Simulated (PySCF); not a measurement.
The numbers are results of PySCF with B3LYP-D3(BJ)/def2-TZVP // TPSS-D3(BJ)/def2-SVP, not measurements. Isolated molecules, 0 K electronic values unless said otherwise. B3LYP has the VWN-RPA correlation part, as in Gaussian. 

Reference species: [Ti(F)4] (neutral, multiplicity 1).

```json
{
 "HOMO–LUMO gap": "8.69 eV",
 "charge on the central atom (meta-Löwdin)": "1.70 e",
 "charge on the central atom (Mulliken)": "1.67 e",
 "mean_distance_from_the_central_atom_to_its_bonded_neighbours": "1.743 Å"
}
```

Changed species: [Ti(Cl)4] (0 of 4 Cl replaced by F; the reference has 4 of 4 Cl replaced by F).

Predict the effect on the HOMO–LUMO gap, charge on the central atom (meta-Löwdin), charge on the central atom (Mulliken) and mean distance from the central atom to its bonded neighbours.

the HOMO–LUMO gap drops by 3.38 eV, to 5.31 eV; the charge on the central atom (meta-Löwdin) drops by 0.55 e, to 1.15 e; the charge on the central atom (Mulliken) falls by 0.59 e, to 1.08 e; the mean distance from the central atom to its bonded neighbours rises by 0.430 Å, to 2.173 Å.
